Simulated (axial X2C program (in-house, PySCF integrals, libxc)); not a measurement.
**Potential curves of RuO⁺, without spin–orbit coupling**

All values were computed with an in-house all-electron X2C program for linear molecules (integrals from PySCF). Spin-free means the one-electron spin-free X2C Hamiltonian. Basis: Ru dyall-cv3z [12s12p8d5f3g], O dyall-av3z [7s6p3d2f] (cores contracted in-house); Gaussian nuclei, density fitting, unrestricted open shells. Masses: Ru 101.904 u, O 15.995 u.

State: M_S = 3/2, Λ = 2 (beyond evenly filled blocks: π+α, π-α, δ+α, δ+β, δ-α). Energies in kJ/mol from the fragments at the same level (Ru+ + O). Fits are polynomials in 1 − R0/R over 0.85 to 1.23 times the lowest point R0.

```tsv
R (Å)	r2SCAN	PBE0
1.5576	-333.87	-312.56
1.6073	-360.26	-335.26
1.6570	-369.99	-341.54
1.7150	-365.40	-333.21
1.7730	-348.23	-312.63
1.8476	-313.66	-274.24
```

The state is a single determinant with fixed occupations, the lowest that a limited PBE0 search found. Dissociation energies refer to the lowest single-determinant-based atoms at the same level and basis. PBE0 can misorder states that lie within some tenths of an eV, so this need not be the ground state of the molecule. The nearest other spin-free determinant of the search, M_S = 1/2, Λ = 1, lies 0.26 eV up at the distance of the search. The functionals have no current-density term, which raises determinants with orbital currents, atoms included.

Task: Fit the r2SCAN curve near its minimum: give the equilibrium distance, the harmonic wavenumber and the well depth.

Result: At r2SCAN, spin-free: Re = 1.668 Å, ωe ≈ 995 cm⁻¹, De = 3.84 eV to Ru+ + O; Be follows as 0.438 cm⁻¹.

Task: What are Re, ωe and De at the PBE0 level?

Result: At PBE0, spin-free: Re = 1.655 Å, ωe ≈ 1020 cm⁻¹, De = 3.54 eV to Ru+ + O; Be follows as 0.445 cm⁻¹.
